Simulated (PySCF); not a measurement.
Computed with PBE in PySCF with Pb def2-TZVP with ECP60, O def2-TZVP; scalar-relativistic core potentials, no spin–orbit coupling; density-fitted integrals. Open shells, if any, are unrestricted.

Task: What shape and geometry does isolated singlet PbO₂ take (every ligand bound to Pb)?

Result: Counting electrons, lead keeps none of its valence electrons outside its bonds, so the VSEPR class is AX2 and the expected shape is linear (D∞h), as computed. The lowest minimum found is a singlet of D∞h symmetry with Pb–O 1.899 Å (×2); O–Pb–O 180.0°. Its harmonic wavenumbers are 140 (πu), 686 (σg+), 775 (σu+) cm⁻¹ and its dipole moment is 0.00 D.

No spin–orbit coupling is included, which matters more the heavier the element.
